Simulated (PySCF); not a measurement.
Al(Me)(NH2)(NMe2), C3H11AlN2, SMILES C[N](C)[Al]([CH3])[NH2], GFN2-xTB optimised geometry.

```
17

Al    -0.62     0.07     0.00
C     -1.59     1.80     0.00
H     -1.37     2.42     0.88
H     -2.67     1.62     0.00
H     -1.37     2.42    -0.88
N     -1.49    -1.48     0.00
H     -2.50    -1.55     0.00
H     -1.12    -2.42     0.00
N      1.19     0.07     0.00
C      1.98     1.28     0.01
C      2.02    -1.11    -0.01
H      2.63     1.34     0.89
H      2.63     1.35    -0.88
H      1.32     2.15     0.01
H      2.67    -1.14    -0.89
H      2.67    -1.15     0.88
H      1.39    -2.00    -0.01
```

Density from PBE0/def2-SVP (PySCF 2.14.0) at that geometry.

Minimum of the electron density along straight lines between bonded atoms, close to the bond critical point (lines longer than 1.1 times the sum of covalent radii, or with two minima, are not listed):

```tsv
bond	length / Å	ρ at the minimum / e bohr⁻³	∇²ρ there / e bohr⁻⁵	position (fraction from the first atom)
Al1–C2	1.990	[?]	[?]	0.40
C2–H3	1.093	0.265	-0.92	0.62
C2–H4	1.092	0.266	-0.92	0.62
C2–H5	1.093	0.265	-0.92	0.62
Al1–N6	1.780	0.093	[?]	0.42
N6–H7	1.012	0.327	-1.49	0.76
N6–H8	1.011	0.328	-1.49	0.76
Al1–N9	1.807	0.089	0.62	0.42
N9–C10	1.449	0.271	-0.76	0.60
N9–C11	1.448	0.272	-0.76	0.60
C10–H12	1.098	0.274	-0.99	0.62
C10–H13	1.098	0.274	-0.99	0.62
C10–H14	1.090	0.279	-1.04	0.63
C11–H15	1.098	0.274	-0.99	0.62
C11–H17	1.089	0.279	-1.03	0.62
```

Question: Fill in the missing entries.

Answer: 
- Al1–C2, ρ at the minimum / e bohr⁻³: 0.079
- Al1–C2, ∇²ρ there / e bohr⁻⁵: 0.30
- Al1–N6, ∇²ρ there / e bohr⁻⁵: 0.66
